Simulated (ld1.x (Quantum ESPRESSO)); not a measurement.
# Before and after: TM potential for Ti

Ti, norm-conserving Troullier–Martins (Kleinman–Bylander form), made with ld1.x (Quantum ESPRESSO) 7.5 (BLYP, scalar-relativistic). Core [Ne], reference 3s2 3p6 3d2 4s1 4p1. Waves: 3s (bound): rc 1.15 bohr; 3d (bound): rc 1.30 bohr; 3p (bound): rc 1.40 bohr. Local part: the p channel. Core correction: none.

Occupied shells without a wave of their own: 4p, 4s. They enter only through the test configuration that unscreens the potential.

All-electron outer shells of the reference configuration (BLYP, scalar-relativistic, ld1.x):

```
shell  level (eV)  outermost node (bohr)  outermost maximum (bohr)
   2s     -538.18                   0.09                      0.27
   2p     -445.71                      –                      0.22
   3s      -63.68                   0.40                      0.87
   3p      -39.98                   0.37                      0.90
   3d       -5.39                      –                      0.97
   4s       -5.13                   1.24                      2.81
   4p       -1.93                   1.38                      3.70
```

Change: core correction a·sin(br)/r model core inside 0.84 bohr (4p, 4s counted twice).

Cutoffs: the cutoffs (Ry, on a coarse ladder) from which the occupation-weighted sum of valence levels, in a spherical-Bessel basis at the reference potential, stays within 10 and 1 mRy of its value at 400 Ry; they do not see the model core or the augmentation charge, which bear on the density cutoff. Errors are all-electron minus pseudo energies relative to the spin-unpolarised reference configuration.

Problem. What does the change do?

Solution. The potential gets neither clearly harder nor softer (110 Ry and 180 Ry → 110 Ry and 180 Ry); of the 7 tests that both files solve, the error grows in 5 and shrinks in 2 by more than 15 % and 0.3 meV (median size 87.6 → 139.9 meV); neither file shows a bound ghost. In the changed file ld1.x takes every shell without a wave as core, so the model core holds the 4p, 4s electrons as well and exchange and correlation see them twice. This cancels in the reference configuration, but the file is broken for other ones, and its errors say nothing about a proper core correction. A model core, the more so a compact one, raises the density cutoff, which this test does not measure.

| quantity | base | changed |
| --- | --- | --- |
| cutoff, loose | 110 Ry | 110 Ry |
| cutoff, tight | 180 Ry | 180 Ry |
| bound ghosts | none | none |
| largest miss of a reference level, eV | 0.09 | 0.09 |
| error for 3s2 3p6 3d2 4s2 4p0, meV [ΔE -3.10 eV] | +67 | +54 |
| error for 3s2 3p6 3d2 4s1 4p0, meV [ΔE 4.18 eV] | -24 | -140 |
| error for 3s2 3p6 3d2 4s0 4p0, meV [ΔE 17.90 eV] | -178 | -634 |
| error for 3s2 3p6 3d3 4s0 4p0, meV [ΔE 4.35 eV] | -88 | -311 |
| error for 3s2 3p6 3d3 4s1 4p0, meV [ΔE -1.99 eV] | -1.3 | -17 |
| error for 3s1 3p6 3d2 4s2 4p0, meV [ΔE 66.26 eV] | +128 | +67 |
| error for 3s2 3p6 3d0 4s0 4p0, meV [ΔE 88.11 eV] | -296 | -1076 |
| s: phases at 1.55 bohr within 0.05 rad from the reference energy up to (Ry; the scan ends near 5) | 2.4 | 2.4 |
| p: phases at 1.55 bohr within 0.05 rad from the reference energy up to (Ry; the scan ends near 5) | 4.2 | 4.2 |
| d: phases at 1.55 bohr within 0.05 rad from the reference energy up to (Ry; the scan ends near 5) | to the end of the scan | to the end of the scan |

Base: The 4p, 4s levels have no wave, so the channel is fitted at the deeper level alone: the likely source of the large errors.
